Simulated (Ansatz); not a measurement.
KBr₂ (the lowest doublet isomer of a short search) was relaxed with PBE-D4 (def2-TZVP) in Ansatz in these states: charge +1 singlet, neutral doublet, neutral quartet. The geometries follow in no particular order.

A:

```xyz
3

K    -1.436   -0.431   -1.526
Br    1.568    0.174   -0.025
Br   -0.132    0.258    1.551
```

B:

```
atom   x (Å)   y (Å)   z (Å)
  K1  -0.410  -2.444   1.085
 Br2   0.107   1.782   0.682
 Br3   0.303   0.662  -1.766
```

C:

```xyz
3

K    -0.1976   -0.7379   -1.5902
Br    0.5802   -0.9256    1.3360
Br   -0.3826    1.6635    0.2542
```

Question: Judge from the bond lengths which geometry belongs to which state (an estimate).

Answer: A is the charge +1 singlet (K1–Br3 3.411 Å, K1–Br2 3.411 Å); B is the neutral quartet (K1–Br3 4.276 Å, K1–Br2 4.276 Å); C is the neutral doublet (K1–Br3 3.034 Å, K1–Br2 3.034 Å).

At PBE-D4/def2-TZVP the gap within one spin of the charge 0 quartet nearly closes, so an electron or hole may be smeared out by delocalisation error. At PBE0-D4/def2-TZVP a doublet lies 4.47 eV below the neutral quartet. In the charge 1 singlet, Br2 and Br3 lie 2.32 Å apart (atoms count from 1), so these atoms are partly bonded to each other. In the quartet, Br2 and Br3 lie 2.70 Å apart (atoms count from 1), so these atoms are partly bonded to each other. In the doublet, Br2 and Br3 lie 2.97 Å apart (atoms count from 1), so these atoms are partly bonded to each other. These are the stationary points nearest to one start from a short search; other shapes may lie lower in each state.
